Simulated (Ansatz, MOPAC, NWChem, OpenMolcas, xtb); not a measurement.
**AsH3 (arsine): methods side by side**

The species is AsH3 (4 atoms), meant as a singlet with charge 0. SMILES: `[AsH3]`. The coordinates come from a PBE0-D4/def2-TZVP relaxation.

Each level gives the HOMO–LUMO gap (eV). The values are calculated.

```tsv
level	kind	program	value (eV)	CPU time
PM7	semi-empirical	MOPAC	8.40	under 2 s
GFN1-xTB	semi-empirical	xtb	6.30	under 2 s
HF/cc-pVTZ	Hartree–Fock	OpenMolcas	13.96	4.9 s
SVWN5/cc-pVTZ	LDA	NWChem	6.43	89 s
BLYP/cc-pVTZ	GGA	Ansatz	6.39	4.6 s
M06-L/cc-pVTZ	meta-GGA	NWChem	6.98	2.9 min
PBE0/cc-pVTZ	global hybrid	OpenMolcas	8.40	19 s
wB97M-V/cc-pVTZ	range-separated hybrid	Ansatz	12.44	27 s
B2PLYP/cc-pVTZ	double hybrid	OpenMolcas	10.45	16 s
```

All-electron rows without a relativistic Hamiltonian named are non-relativistic. The values span 6.30 to 13.96 eV. Orbital gaps aren't excitation energies, and those of double hybrids come from the SCF part alone; they tend to grow with the share of exact exchange. Times are those of the runs behind each value, whatever else they computed, on shared processors of several kinds: orders of magnitude only.
